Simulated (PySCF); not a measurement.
## Ionising LiTl

PBE; PySCF, scalar-relativistic core potentials, basis sets Li def2-SVP, Tl def2-SVP with ECP60. Neutral (UKS): singlet (closed shell), Re = 3.062 Å, ωe = 243 cm⁻¹, De = 0.97 eV, HOMO -2.95 eV, LUMO -2.33 eV.

LiTl⁺ (UKS): doublet (σ ↑), Re = 3.376 Å, ωe = 155 cm⁻¹. The energies at the minima are -180.01940 hartree for LiTl and -179.83309 for LiTl⁺.

**Question.** Work out the adiabatic ionisation energy, without and with harmonic zero-point energies (1 hartree = 27.2114 eV, 1 eV = 8065.5 cm⁻¹), and the change of the bond length.

**Answer.** At PBE: 0.18631 hartree = 5.070 eV between the minima; the zero-point term (155.0 − 243.0)/2 cm⁻¹ = -0.005 eV makes it 5.064 eV. Re changes by +31.4 pm against the neutral. Minus the HOMO energy is 2.95 eV, -2.12 eV from the value between the minima; self-interaction puts the Kohn–Sham level too high, less so with exact exchange. The electron leaves a σ orbital, and the longer bond of the ion fits a bonding orbital, or a change in how ionic the bond is.

Closed-shell solutions of metal pairs were not tested for spin polarisation, which can lower them a little. These are scalar-relativistic numbers at best; spin–orbit coupling would shift them, the dissociation energy most. States were picked by a PBE0 search and need not be the measured ground states.
